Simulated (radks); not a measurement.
Dipole-allowed excitations along the series with 3 electrons in [He] 2s1. Method: non-relativistic Kohn-Sham, LDA (Slater exchange, Perdew-Wang correlation), spin-polarised, spherical densities, point nucleus; open shells are filled with parallel spins first; computed with a radial shooting solver on a logarithmic mesh with Libxc functionals. Time-dependent linear response with the Hartree and adiabatic LDA kernel, continuum included through the Sternheimer equations. Lines are the poles of the dipole polarisability below minus the highest occupied eigenvalue, found on a grid refined at the orbital gaps; the lowest seven at most are given, and weak or close lines can be missed. The first line takes the name of the lowest orbital gap if no other gap lies below it; otherwise a line is named after a gap within 0.6 % of it, if that gap stands alone.

| species | -e(HOMO) (eV) | lowest orbital gap (eV) | first line (eV) | f | strongest line (eV) | its f | static alpha (bohr^3) | measured (eV) |
|---|---|---|---|---|---|---|---|---|
| Li | 3.165 | 2s-2p 1.826 | 1.971 (2s-2p) | 0.743 | the first | 0.743 | 143.7 | 2s-2p 1.848 |
| Be+ | 14.299 | 2s-2p 3.879 | 4.225 (2s-2p) | 0.486 | the first | 0.486 | 21.22 | 2s-2p 3.959 |
| B2+ | 32.360 | 2s-2p 5.870 | 6.376 (2s-2p) | 0.352 | the first | 0.352 | 6.815 | - |
| C3+ | 57.257 | 2s-2p 7.832 | 8.488 (2s-2p) | 0.276 | the first | 0.276 | 3.008 | - |
| N4+ | 88.969 | 2s-2p 9.781 | 10.580 (2s-2p) | 0.226 | 57.734 (unassigned) | 0.239 | 1.585 | - |
| O5+ | 127.49 | 2s-2p 11.721 | 12.662 (2s-2p) | 0.192 | 80.781 (unassigned) | 0.266 | 0.9352 | - |

Measured values: term averages from the NIST Handbook of Basic Atomic Spectroscopic Data.
